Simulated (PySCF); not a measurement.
**Assignment exercise: C7H6O2**

Molfile (atoms numbered from 1):
```
C7H6O2
     RDKit          3D

 15 15  0  0  0  0  0  0  0  0999 V2000
    2.9678   -0.0028   -0.5634 O   0  0  0  0  0  0  0  0  0  0  0  0
    2.0021   -0.7473   -0.5627 C   0  0  0  0  0  0  0  0  0  0  0  0
    0.6532   -0.3593   -0.2135 C   0  0  0  0  0  0  0  0  0  0  0  0
   -0.3895   -1.2945   -0.2451 C   0  0  0  0  0  0  0  0  0  0  0  0
   -1.6716   -0.9293    0.0879 C   0  0  0  0  0  0  0  0  0  0  0  0
   -1.9380    0.3877    0.4601 C   0  0  0  0  0  0  0  0  0  0  0  0
   -0.9334    1.3278    0.4987 C   0  0  0  0  0  0  0  0  0  0  0  0
    0.3778    0.9747    0.1645 C   0  0  0  0  0  0  0  0  0  0  0  0
    1.3282    1.9066    0.2130 O   0  0  0  0  0  0  0  0  0  0  0  0
    2.1202   -1.8088   -0.8432 H   0  0  0  0  0  0  0  0  0  0  0  0
   -0.1644   -2.3103   -0.5371 H   0  0  0  0  0  0  0  0  0  0  0  0
   -2.4699   -1.6548    0.0624 H   0  0  0  0  0  0  0  0  0  0  0  0
   -2.9457    0.6746    0.7216 H   0  0  0  0  0  0  0  0  0  0  0  0
   -1.1267    2.3498    0.7840 H   0  0  0  0  0  0  0  0  0  0  0  0
    2.1854    1.4937   -0.0489 H   0  0  0  0  0  0  0  0  0  0  0  0
  1  2  2  0
  2  3  1  0
  3  4  2  0
  4  5  1  0
  5  6  2  0
  6  7  1  0
  7  8  2  0
  8  9  1  0
  8  3  1  0
  2 10  1  0
  4 11  1  0
  5 12  1  0
  6 13  1  0
  7 14  1  0
  9 15  1  0
M  END
```

Non-relativistic, single conformer, no solvent model. Geometry from GFN2-xTB; NMR shieldings at PBE0/pcSseg-1/GIAO; PySCF.

Scale: ¹³C, ¹H against TMS (reference shieldings calculated alike).

(1) Assign these signals to the numbered atoms. ¹³C{¹H} NMR (computed): δ 201.9, 171.9, 143.0, 139.8, 123.7, 123.6, 123.2.

(2) Assign these signals to the numbered atoms. ¹H NMR (600 MHz, computed): δ 12.15 (br s, 1H), 10.03 (s, 1H), 7.80 (m, 1H), 7.61 (d, 1H), 7.28 (d, 1H), 7.16 (m, 1H).

Answers

(1) 
| δ (ppm) | atoms | environment | reason |
| --- | --- | --- | --- |
| 201.9 | C2 | aldehyde carbonyl carbon | low-lying n→π* states of the double bond to the heteroatom give a large paramagnetic term (-258 ppm) |
| 171.9 | C8 | aromatic carbon bearing oxygen | σ withdrawal by the attached heteroatom moves it downfield of the ring CH carbons |
| 143.0 | C6 | aromatic CH | – |
| 139.8 | C4 | aromatic CH | the aromatic region |
| 123.7 | C7 | aromatic CH | – |
| 123.6 | C3 | substituted aromatic carbon | – |
| 123.2 | C5 | aromatic CH | – |

C7 and C3; C3 and C5 lie closer than the usual error of such a calculation, so a measured spectrum could show them in the other order.

(2) 
12.15 → H15, hydrogen on a phenol-type oxygen: exchangeable; this is the value without hydrogen bonding to other molecules
10.03 → H10, hydrogen on an aldehyde carbonyl carbon: deshielded by the polar, anisotropic C=O bond
7.80 → H13, hydrogen on an aromatic CH: the ring current deshields protons in the ring plane
7.61 → H11, hydrogen on an aromatic CH
7.28 → H14, hydrogen on an aromatic CH
7.16 → H12, hydrogen on an aromatic CH

H14 and H12 lie closer than the usual error of such a calculation, so a measured spectrum could show them in the other order.

Exchangeable OH/NH protons stand at their gas-phase positions; hydrogen bonding in a real sample shifts them, mostly to higher δ. Shifts are as computed. Against solution values, carbons near 30 ppm lie about +3 ppm off and those near 130 ppm about +5 ppm. Of 1211 compounds with measured shifts, 218 miss one by over three times the rms of a fit or turn the order of signals round; such compounds aren't used in these exercises. No couplings were computed; multiplicities are counted from neighbouring protons, with m where these are inequivalent, close in shift, in a saturated or five-membered ring or joined by F or P, and br s for small geminal =CH2 splittings.
